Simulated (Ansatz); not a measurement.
## Worked example: C3H9BO2 + Mg(CH3)2 → C2H7BO2 + C3H8Mg

Species: C3H9BO2 `CCB(O)OC`, singlet; Mg(CH3)2, singlet; C2H7BO2 `COB(C)O`, singlet; C3H8Mg `C[CH2][Mg][CH3]`, singlet. The partners trade CH3 for H; both sit on C, so the bond types are kept.

Shapes, held fixed at every level: PBE0-D4/def2-TZVP. Flexible molecules stand in one conformer, not always the lowest. Programs: Ansatz 0.2.0. Electronic energies: no zero-point or thermal term.

At CCSD(T)/def2-TZVPP; 1 Eh = 2625.50 kJ/mol:

| species | energy (Eh) |
| --- | --- |
| C3H9BO2 | -294.675884 |
| Mg(CH3)2 | -279.473930 |
| C2H7BO2 | -255.439331 |
| C3H8Mg | -318.704743 |

**Question.** Work out ΔE of the reaction at this level.

**Answer.** 
1. Products less reactants: (-255.439331) + (-318.704743) − [(-294.675884) + (-279.473930)] = 0.005740 Eh = +15.1 kJ/mol.

Other levels give +13.4 (B2PLYP/def2-TZVPP) to +16.0 kJ/mol (wB97X-V/def2-TZVPP). No measured value is set beside it here. Correlated rows may include outer-core shells of Mg, which these sets cover unevenly.
